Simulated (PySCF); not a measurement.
C3F3, charge +1, multiplicity 1. Atoms are numbered in the order given.

```xyz
6

C      0.0000     0.0000     2.4501
C      0.0000     0.0000     1.2381
C      0.0000     0.0000    -0.3857
F      1.0820     0.6247    -0.7339
F      0.0000    -1.2493    -0.7339
F     -1.0820     0.6247    -0.7339
```
Charge +1, spin multiplicity 1.

Geometry optimised at ωB97X-D3(BJ)/def2-SVP. The spin state was assumed, not searched. The isomer is the one that the SMILES or the coordinates give; other isomers of the formula were not compared.

All values below come from SMD-PBE0/6-31G* (PySCF).

Solvation free energies are E(SMD) − E(gas) at the gas-phase geometry, for 1 M in both phases.

**Question.** Estimate the solvation free energies in water, N,N-dimethylformamide, benzene. (An estimate is asked for; the answer gives what the named calculation found.)

**Answer.** 
| solvent | ΔG(solv) (kcal/mol) | its non-electrostatic (CDS) part |
|---|---|---|
| water | -59.4 | 6.1 |
| N,N-dimethylformamide | -60.8 | 3.7 |
| benzene | -34.6 | 1.8 |
